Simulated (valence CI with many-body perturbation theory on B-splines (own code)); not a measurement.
## Pt⁶⁵⁺: what the settings do

Calculated by configuration interaction combined with many-body perturbation theory (CI+MBPT): three valence electrons over a frozen Dirac-Fock core [Ne], radial functions for each j: 6 s, 6 p, 5 d, 3 f, 1 g, with the one-electron correlation potential Σ1 (screened to all orders), the two-electron term Σ2, the three-electron term Σ3, Breit, model QED; selected single and double excitations, second order for the rest, scaled by the run's own slope (own B-spline code, finite nucleus).

No measured spectrum was set against this ion. As an estimate, large intervals hold to a few tenths of a per cent, small ones and those within an open d or f shell to about a per cent.

The reference run has the lowest level (3s^2 3p1/2) J=1/2 and an ionisation energy of 7664.17 eV. Its largest variational space holds 2743 state functions.

Levels are named by their leading jj configuration (3d3/2^4 stands for four electrons in 3d with j = 3/2), which in mixed levels can hold well under half, so a name can repeat and another be missing. Letters in brackets count levels of one name in rising energy.

| Level | Reference (cm⁻¹) | Shift (cm⁻¹) |
| --- | --- | --- |
| (3s 3p1/2^2) J=1/2 | 1473610 | +2885 |
| (3s^2 3p3/2) J=3/2 | 3774030 | -2621 |
| (3s 3p1/2 3p3/2) J=3/2 [a] | 4981850 | -2164 |
| (3s 3p1/2 3p3/2) J=5/2 | 5140510 | -847 |
| (3s 3p1/2 3p3/2) J=3/2 [b] | 5316380 | +665 |
| (3s 3p1/2 3p3/2) J=1/2 | 5406710 | +3782 |
| (3s^2 3d3/2) J=3/2 | 5797140 | +5830 |
| (3s^2 3d5/2) J=5/2 | 6561180 | +2101 |
| (3s 3p1/2 3d3/2) J=3/2 [a] | 6748290 | +2522 |
| (3s 3p1/2 3d3/2) J=3/2 [b] | 6859790 | +4078 |
| (3s 3p1/2 3d3/2) J=5/2 | 6956420 | +3427 |
| (3s 3p1/2 3d3/2) J=1/2 | 7187410 | +7086 |

The ionisation energy moves by -1.10 eV.

Task: Which of these changes was made?
A. scale of Σ1 1 → 0; scale of Σ2 1 → 0; three-electron term on → off
B. highest l in the core sums 6 → 4
C. scale of Σ2 1 → 3
D. correlating orbitals by l 3 3 3 2 1 → 4 4 3 0 0

Result: A. scale of Σ1 1 → 0; scale of Σ2 1 → 0; three-electron term on → off.
